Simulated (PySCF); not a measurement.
# Krypton: highly charged ions in a basis for the neutral atom

Kr(8+) [Ar] 3d10, Kr(9+) [Ar] 3d9. Calculation: PySCF 2.14, in cc-pVTZ-DK (6s5p3d1f, 43 functions); the spin-free X2C one-electron Hamiltonian (Gaussian nucleus). No spin-orbit coupling, so a gap to NIST mixes the basis error with missing relativistic terms.

Changed run: basis of the neutral atom used for a highly charged ion. This setting is unsound on purpose.

```
species  method  sound run (hartree)  changed run (hartree)  converged
 Kr(8+)     UHF              not run            -2770.04169        yes
 Kr(8+)   B3LYP              not run            -2771.50514        yes
 Kr(8+)     LDA              not run            -2767.53561        yes
 Kr(9+)     UHF              not run            -2761.47154        yes
 Kr(9+)   B3LYP              not run            -2762.87171        yes
 Kr(9+)     LDA              not run            -2758.88281        yes
```

Ionisation energy of Kr(8+):

```tsv
method	changed run (eV)	NIST (eV)
UHF	233.21	233 ± 0.7
B3LYP	234.93	233 ± 0.7
LDA	235.45	233 ± 0.7
```

The contracted functions were made for the neutral atom and can be too rigid for a highly charged ion.
